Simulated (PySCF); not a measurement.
## Bi²⁺: excitation energy

Bi²⁺ [Xe] 4f14 5d10 6s2 6p1 (2P) → Bi²⁺ [Xe] 4f14 5d10 6s1 6p1 6d1 (high-spin determinant), as a difference of total energies. All numbers are calculated (PySCF 2.14, scalar relativity through the core potential, in aug-cc-pVTZ-PP with ECP60MDF (6s5p4d2f, 55 functions)). Correlated levels: valence: 5s2 5p6 5d10 frozen. The calculations carry no spin-orbit coupling.

```
           method  excitation energy (cm⁻¹)
              UHF                    159870
              LDA                    174210
              PBE                    170100
             PBE0                    169340
           r2SCAN                    170090
             MN15                    177470
             TPSS                    169350
          r2SCANh                    169970
             PW91                    170490
    MP2 (valence)                    163980
SCS-MP2 (valence)                    166140
```

The promoted electron is Rydberg-like, and one or two diffuse shells describe it only roughly, which tends to raise the upper state.

The determinant of the upper state mixes LS terms, which raises its energy above the lowest term, most at the Hartree-Fock and MP2 levels.
